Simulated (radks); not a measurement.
Results of a calculation; reference values are marked as such.
Question: All-electron atom: the promethium ion Pm2+ in [Kr] 4d10 4f5 5s2 5p5.75 5d0.25 (fractional occupations, a model configuration). Level of theory: Dirac Kohn-Sham, LDA (Slater exchange, Perdew-Zunger correlation), spin-unpolarised, spherical densities, finite nucleus; open shells fill j = l - 1/2 first; Fermi nuclear charge, rms radius 4.962 fm (a radial shooting solver on a logarithmic mesh with Libxc functionals). Some entries of the table are withheld. Estimate them.

| orbital | occ. | eigenvalue (eV) | r(max) (bohr) | <1/r> (bohr^-1) |
|---|---|---|---|---|
| 1s1/2 | 2 | (1) | 0.01480 | 67.36 |
| 2s1/2 | 2 | -7316.523 | 0.08403 | 15.98 |
| 2p1/2 | 2 | -6932.772 | 0.06371 | 15.97 |
| 2p3/2 | 4 | -6373.221 | 0.06926 | 14.29 |
| 3s1/2 | 2 | -1605.316 | 0.2391 | 5.795 |
| 3p1/2 | 2 | -1440.298 | 0.2259 | (2) |
| 3p3/2 | 4 | -1327.838 | 0.2378 | (3) |
| 3d3/2 | 4 | -1039.762 | 0.1897 | 5.167 |
| 3d5/2 | 6 | -1015.362 | 0.1931 | 5.061 |
| 4s1/2 | 2 | -329.5226 | 0.5525 | 2.416 |
| 4p1/2 | 2 | -266.7487 | 0.5588 | 2.311 |
| 4p3/2 | 4 | -242.0695 | 0.5845 | 2.168 |
| 4d3/2 | 4 | -138.6100 | 0.5981 | 1.947 |
| 4d5/2 | 6 | -134.2281 | 0.6065 | 1.912 |
| 5s1/2 | 2 | -55.6708 | 1.288 | (4) |
| 5p1/2 | 2 | -38.7367 | 1.409 | 0.8157 |
| 5p3/2 | 3.75 | -35.3607 | 1.485 | 0.7656 |
| 4f5/2 | 5 | -16.1738 | 0.6346 | 1.323 |
| 4f7/2 | 0 | -15.6972 | 0.6400 | 1.307 |
| 5d3/2 | 0.25 | -14.2325 | (5) | 0.5095 |
| 5d5/2 | 0 | -13.9552 | (6) | 0.5001 |

Answer: 
(1) 1s1/2 eigenvalue (eV): -44943.94
(2) 3p1/2 <1/r> (bohr^-1): 5.714
(3) 3p3/2 <1/r> (bohr^-1): 5.292
(4) 5s1/2 <1/r> (bohr^-1): 0.9275
(5) 5d3/2 r(max) (bohr): 2.040
(6) 5d5/2 r(max) (bohr): 2.077
